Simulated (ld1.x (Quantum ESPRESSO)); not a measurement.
## Hf (Z = 72): PAW pseudisation with PW91, fully relativistic reference atom.

ld1.x (Quantum ESPRESSO) 7.5 was run on this input:

```
&input
   title='Hf', zed=72., rel=2, dft='PW91', iswitch=3,
   config='[Xe] 4f14 5d2 5f-2 6s1.75 6p0.25', rel_dist='average',
   nld=7, rlderiv=4.75, eminld=-2.0, emaxld=5.0, deld=0.02
 /
 &inputp
   pseudotype=3, lpaw=.true., tm=.true., lloc=-1, rcloc=2.70,
   nlcc=.true., new_core_ps=.true.,
   which_augfun='PSQ', rmatch_augfun=1.40,
   file_pseudopw='Hf.UPF', file_wfcaegen='ae.wfc', file_wfcncgen='nc.wfc', file_beta='beta', file_chi='chi', file_wfcusgen='us.wfc'
 /
8
6S  1  0   1.75   0.00  2.85  3.10  0.0
6S  1  0   0.00   0.05  2.85  3.10  0.0
6P  2  1   0.25   0.00  3.45  4.40  0.0
6P  2  1   0.00   1.10  3.45  4.40  0.0
5D  3  2   2.00   0.00  1.55  2.05  0.0
5D  3  2   0.00   1.65  1.55  2.05  0.0
5F  4  3  -2.00   0.20  4.00  4.20  0.0
5F  4  3  -2.00   2.20  4.00  4.20  0.0
 &test
   configts(1)='5d2 6s1.75 6p0.25'
 /
```

Command:

```bash
ld1.x < Hf.in > Hf.out
```

Resulting log (shortened: banner, matrices, multipoles, cross overlaps and the repeated all-electron block are left out):

```
Program LD1 v.7.5
     --------------------------- All-electron run ----------------------------

     Hf
     dirac relativistic calculation

     atomic number is 72.00
     dft =PW91   lsd =0 sic =0 latt =0  beta=0.20 tr2=1.0E-14
     Exchange-correlation= PW91
                           (   1   4   2   2   0   0   0)
     mesh =1271 r(mesh) =  99.31870 a.u. xmin = -7.00 dx = 0.01250
     1 Ry =  13.60569312 eV, c = 137.03599908

     n l j   nl                  e(Ry)          e(Ha)          e(eV)
     Spin orbit split results
     1 0 0.5 1S 1( 2.00)     -4792.6448     -2396.3224    -65207.2538
     2 0 0.5 2S 1( 2.00)      -819.1230      -409.5615    -11144.7365
     2 1 0.5 2P 1( 2.00)      -782.2965      -391.1482    -10643.6859
     2 1 1.5 2P 1( 4.00)      -694.6640      -347.3320     -9451.3848
     3 0 0.5 3S 1( 2.00)      -186.6468       -93.3234     -2539.4586
     3 1 0.5 3P 1( 2.00)      -170.3295       -85.1647     -2317.4503
     3 1 1.5 3P 1( 4.00)      -151.5500       -75.7750     -2061.9433
     4 0 0.5 4S 1( 2.00)       -37.6200       -18.8100      -511.8461
     4 1 0.5 4P 1( 2.00)       -30.9368       -15.4684      -420.9162
     4 1 1.5 4P 1( 4.00)       -26.6376       -13.3188      -362.4236
     3 2 1.5 3D 1( 4.00)      -123.9452       -61.9726     -1686.3602
     3 2 2.5 3D 1( 6.00)      -119.8499       -59.9250     -1630.6412
     5 0 0.5 5S 1( 2.00)        -4.9461        -2.4730       -67.2945
     5 1 0.5 5P 1( 2.00)        -3.0559        -1.5280       -41.5779
     5 1 1.5 5P 1( 4.00)        -2.4841        -1.2420       -33.7973
     4 2 1.5 4D 1( 4.00)       -15.6589        -7.8294      -213.0501
     4 2 2.5 4D 1( 6.00)       -14.8718        -7.4359      -202.3405
     4 3 2.5 4F 1( 6.00)        -1.3365        -0.6683       -18.1845
     4 3 3.5 4F 1( 8.00)        -1.2083        -0.6041       -16.4397
     5 2 1.5 5D 1( 0.80)        -0.2451        -0.1225        -3.3346
     5 2 2.5 5D 1( 1.20)        -0.2115        -0.1057        -2.8769
     6 0 0.5 6S 1( 1.75)        -0.3967        -0.1983        -5.3972
     6 1 0.5 6P 1( 0.08)        -0.1399        -0.0699        -1.9028
     6 1 1.5 6P 1( 0.17)        -0.1108        -0.0554        -1.5081
     Averaged results
     1 0     1S 1( 2.00)     -4792.6448     -2396.3224    -65207.2538
     2 0     2S 1( 2.00)      -819.1230      -409.5615    -11144.7365
     2 1     2P 1( 6.00)      -723.8748      -361.9374     -9848.8185
     3 0     3S 1( 2.00)      -186.6468       -93.3234     -2539.4586
     3 1     3P 1( 6.00)      -157.8098       -78.9049     -2147.1123
     4 0     4S 1( 2.00)       -37.6200       -18.8100      -511.8461
     4 1     4P 1( 6.00)       -28.0707       -14.0353      -381.9211
     3 2     3D 1(10.00)      -121.4880       -60.7440     -1652.9288
     5 0     5S 1( 2.00)        -4.9461        -2.4730       -67.2945
     5 1     5P 1( 6.00)        -2.6747        -1.3373       -36.3908
     4 2     4D 1(10.00)       -15.1866        -7.5933      -206.6243
     4 3     4F 1(14.00)        -1.2633        -0.6316       -17.1874
     5 2     5D 1( 2.00)        -0.2249        -0.1125        -3.0600
     6 0     6S 1( 1.75)        -0.3967        -0.1983        -5.3972
     6 1     6P 1( 0.25)        -0.1205        -0.0603        -1.6397

     final scf error:  2.1E-15 reached in  31 iterations

     Etot =  -30198.458561 Ry,  -15099.229280 Ha, -410870.959967 eV

     Ekin =   33787.472577 Ry,   16893.736289 Ha,  459701.983289 eV
     Encl =  -75210.725076 Ry,  -37605.362538 Ha,-1023294.044936 eV
     Eh   =   11847.343795 Ry,    5923.671897 Ha,  161191.323994 eV
     Exc  =    -622.549857 Ry,    -311.274929 Ha,   -8470.222314 eV

     normalization and overlap integrals

     s(1S/1S) =  1.000000  <r> =   0.0190  <r2> =    0.0005  r(max) =   0.0120
     s(2S/2S) =  1.000000  <r> =   0.0798  <r2> =    0.0076  r(max) =   0.0679
     s(2P/2P) =  1.000000  <r> =   0.0661  <r2> =    0.0054  r(max) =   0.0516
     s(2P/2P) =  1.000000  <r> =   0.0738  <r2> =    0.0066  r(max) =   0.0577
     s(3S/3S) =  1.000000  <r> =   0.2082  <r2> =    0.0497  r(max) =   0.1917
     s(3P/3P) =  1.000000  <r> =   0.1981  <r2> =    0.0457  r(max) =   0.1801
     s(3P/3P) =  1.000000  <r> =   0.2124  <r2> =    0.0524  r(max) =   0.1941
     s(4S/4S) =  1.000000  <r> =   0.4681  <r2> =    0.2477  r(max) =   0.4375
     s(4P/4P) =  1.000000  <r> =   0.4745  <r2> =    0.2566  r(max) =   0.4375
     s(4P/4P) =  1.000000  <r> =   0.5075  <r2> =    0.2932  r(max) =   0.4657
     s(3D/3D) =  1.000000  <r> =   0.1863  <r2> =    0.0408  r(max) =   0.1531
     s(3D/3D) =  1.000000  <r> =   0.1908  <r2> =    0.0426  r(max) =   0.1570
     s(5S/5S) =  1.000000  <r> =   1.1357  <r2> =    1.4521  r(max) =   1.0109
     s(5P/5P) =  1.000000  <r> =   1.2665  <r2> =    1.8238  r(max) =   1.1033
     s(5P/5P) =  1.000000  <r> =   1.3769  <r2> =    2.1592  r(max) =   1.1893
     s(4D/4D) =  1.000000  <r> =   0.5285  <r2> =    0.3244  r(max) =   0.4657
     s(4D/4D) =  1.000000  <r> =   0.5400  <r2> =    0.3385  r(max) =   0.4775
     s(4F/4F) =  1.000000  <r> =   0.6706  <r2> =    0.5825  r(max) =   0.4542
     s(4F/4F) =  1.000000  <r> =   0.6835  <r2> =    0.6077  r(max) =   0.4599
     s(5D/5D) =  1.000000  <r> =   2.4057  <r2> =    7.2230  r(max) =   1.6460
     s(5D/5D) =  1.000000  <r> =   2.5338  <r2> =    8.0614  r(max) =   1.7089
     s(6S/6S) =  1.000000  <r> =   3.4220  <r2> =   13.3620  r(max) =   2.8888
     s(6P/6P) =  1.000000  <r> =   4.7718  <r2> =   26.7049  r(max) =   3.7559
     s(6P/6P) =  1.000000  <r> =   5.3124  <r2> =   33.1153  r(max) =   4.0994

     ------------------------ End of All-electron run ------------------------

     --------------------- Generating PAW atomic setup --------------------

      Generating local potential from pseudized AE potential:
      Matching radius rcloc =   2.7000

      Local pseudo, rcloc= 2.714 Estimated cut-off energy=     3.31 Ry

      Computing core charge for nlcc:

       r > 1.96 : true rho core
      Core charge pseudized with two Bessel functions
      Integrated core pseudo-charge :  11.85

     Fully relativistic calculation: |psi|^2

     Wfc 6S LC norm =  0.99995981 SC norm =  0.00003978 missing  0.00000041
     Speed at rcutus      0.384 a.u.,  v/c =  0.002799,  (v/c)^2 =  0.00000783

     Wfc 6P LC norm =  0.99998009 SC norm =  0.00001985 missing  0.00000007
     Speed at rcutus      0.235 a.u.,  v/c =  0.001718,  (v/c)^2 =  0.00000295

     Wfc 6P LC norm =  0.99998389 SC norm =  0.00001480 missing  0.00000131
     Speed at rcutus      0.243 a.u.,  v/c =  0.001771,  (v/c)^2 =  0.00000313

     Wfc 5D LC norm =  0.99991106 SC norm =  0.00008893 missing  0.00000001
     Speed at rcutus      0.833 a.u.,  v/c =  0.006078,  (v/c)^2 =  0.00003694

     Wfc 5D LC norm =  0.99991923 SC norm =  0.00008041 missing  0.00000036
     Speed at rcutus      0.830 a.u.,  v/c =  0.006059,  (v/c)^2 =  0.00003671
      Wfc-us  6S rcutus= 3.075  Estimated cut-off energy=     4.81 Ry
      Wfc-us  6S rcutus= 3.075  Estimated cut-off energy=     5.60 Ry
      Wfc-us  6P rcutus= 4.364  Estimated cut-off energy=     4.04 Ry
      Wfc-us  6P rcutus= 4.364  Estimated cut-off energy=     3.97 Ry
      Wfc-us  6P rcutus= 4.364  Estimated cut-off energy=     8.26 Ry
      Wfc-us  6P rcutus= 4.364  Estimated cut-off energy=     7.86 Ry
      Wfc-us  5D rcutus= 2.061  Estimated cut-off energy=    26.59 Ry
      Wfc-us  5D rcutus= 2.061  Estimated cut-off energy=    26.49 Ry
      Wfc-us  5D rcutus= 2.061  Estimated cut-off energy=    37.03 Ry
      Wfc-us  5D rcutus= 2.061  Estimated cut-off energy=    35.66 Ry
      Wfc-us  5F rcutus= 4.151  Estimated cut-off energy=     8.25 Ry
      Wfc-us  5F rcutus= 4.151  Estimated cut-off energy=     8.25 Ry
      Wfc-us  5F rcutus= 4.151  Estimated cut-off energy=    15.61 Ry
      Wfc-us  5F rcutus= 4.151  Estimated cut-off energy=    15.57 Ry

     Required augmentation: PSQ   radius:    1.400000

     Q pseudized with Bessel functions
     Expected ecutrho=     310.2494 due to l1=  2   l2=  3

     Estimated PAW energy = -625.246778 Ryd

     ------------------- End of pseudopotential generation -------------------

     Computing logarithmic derivative in   4.73321
     Computing logarithmic derivative in   4.73321
     Computing the partial wave expansion
     R is outside the sphere for l=    0 j= 0.50
     R is outside the sphere for l=    0 j= 0.50
     R is outside the sphere for l=    1 j= 0.50
     R is outside the sphere for l=    1 j= 0.50
     R is outside the sphere for l=    1 j= 1.50
     R is outside the sphere for l=    1 j= 1.50
     R is outside the sphere for l=    2 j= 1.50
     R is outside the sphere for l=    2 j= 1.50
     R is outside the sphere for l=    2 j= 2.50
     R is outside the sphere for l=    2 j= 2.50
     R is outside the sphere for l=    3 j= 2.50
     R is outside the sphere for l=    3 j= 2.50
     R is outside the sphere for l=    3 j= 3.50
     R is outside the sphere for l=    3 j= 3.50

     ---------------------- Testing the pseudopotential ----------------------

     Hf
     dirac relativistic calculation

     atomic number is 72.00   valence charge is  4.00
     dft = SLA  PW   GGX  GGC   lsd =0 sic =0 latt =0  beta=0.20 tr2=1.0E-14
     mesh =1271 r(mesh) =  99.31870 xmin = -7.00 dx = 0.01250

     n l  j  nl             e AE (Ry)       e PS (Ry)    De AE-PS (Ry)
     3 2 1.5 5D   1( 0.80)       -0.24509       -0.24509       -0.00000
     3 2 2.5 5D   1( 1.20)       -0.21145       -0.21145        0.00000
     1 0 0.5 6S   1( 1.75)       -0.39668       -0.39669        0.00000
     2 1 0.5 6P   1( 0.08)       -0.13985       -0.13985        0.00000
     2 1 1.5 6P   1( 0.17)       -0.11085       -0.11085        0.00000

     eps = 2.6E-15  iter =  3

     Etot =  -30198.458561 Ry,  -15099.229280 Ha, -410870.959967 eV
     Etotps =  -625.246780 Ry,    -312.623390 Ha,   -8506.915809 eV

     Ekin =      18.841467 Ry,       9.420734 Ha,     256.351221 eV
     Encl =     -26.325723 Ry,     -13.162862 Ha,    -358.179713 eV
     Ehrt =       4.787334 Ry,       2.393667 Ha,      65.134994 eV
     Ecxc =    -622.549857 Ry,    -311.274929 Ha,   -8470.222311 eV
     (Ecc =     -16.069329 Ry,      -8.034665 Ha,    -218.634363 eV)

     ---------------------- End of pseudopotential test ----------------------
```

Generation and configuration tests took about 5.4 s on one core of a shared server CPU.

Transferability test of the new file with ld1.x, input:

```
&input
   title='Hf', zed=72., rel=2, dft='PW91', iswitch=2,
   config='[Xe] 4f14 5d2 5f-2 6s1.75 6p0.25', rel_dist='average'
 /
 &test
   file_pseudo='Hf.UPF', nconf=8,
   configts(1)='5d2 6s1.75 6p0.25',
   configts(2)='5d2 6s2 6p0',
   configts(3)='5d2 6s1 6p0',
   configts(4)='5d2 6s0 6p0',
   configts(5)='5d3 6s1 6p0',
   configts(6)='5d2 6s1 6p1',
   configts(7)='5d1 6s2 6p0',
   configts(8)='5d2 6s0 6p2'
 /
```

```bash
ld1.x < Hf.test.in > Hf.test.out
```

Pseudopotential blocks of its output, shortened (energy terms left out):

```
     ---------------------- Testing the pseudopotential ----------------------

     n l  j  nl             e AE (Ry)       e PS (Ry)    De AE-PS (Ry)
     3 2 1.5 5D   1( 0.80)       -0.24509       -0.24509       -0.00000
     3 2 2.5 5D   1( 1.20)       -0.21145       -0.21145        0.00000
     1 0 0.5 6S   1( 1.75)       -0.39668       -0.39669        0.00000
     2 1 0.5 6P   1( 0.08)       -0.13985       -0.13985        0.00000
     2 1 1.5 6P   1( 0.17)       -0.11085       -0.11085        0.00000

     eps = 9.7E-16  iter =  3

     Etot =  -30198.458561 Ry,  -15099.229280 Ha, -410870.959966 eV
     Etotps =  -625.246780 Ry,    -312.623390 Ha,   -8506.915810 eV

     ---------------------- End of pseudopotential test ----------------------

          ---------------------- Testing the pseudopotential ----------------------

     n l  j  nl             e AE (Ry)       e PS (Ry)    De AE-PS (Ry)
     3 2 1.5 5D   1( 0.80)       -0.22193       -0.22176       -0.00017
     3 2 2.5 5D   1( 1.20)       -0.18890       -0.18875       -0.00015
     1 0 0.5 6S   1( 2.00)       -0.37902       -0.37900       -0.00002
     2 1 0.5 6P   1( 0.00)       -0.12631       -0.12634        0.00003
     2 1 1.5 6P   1( 0.00)       -0.09822       -0.09826        0.00003

     eps = 8.3E-15  iter = 11

     Etot =  -30198.526961 Ry,  -15099.263480 Ha, -410871.890593 eV
     Etotps =  -625.315174 Ry,    -312.657587 Ha,   -8507.846365 eV
     dEtot_ae =      -0.068400 Ry
     dEtot_ps =      -0.068395 Ry,   Delta E=      -0.000005 Ry

     ---------------------- End of pseudopotential test ----------------------
```

The test run then stopped with an error in new_paw_hamiltonian: “negative rho”.
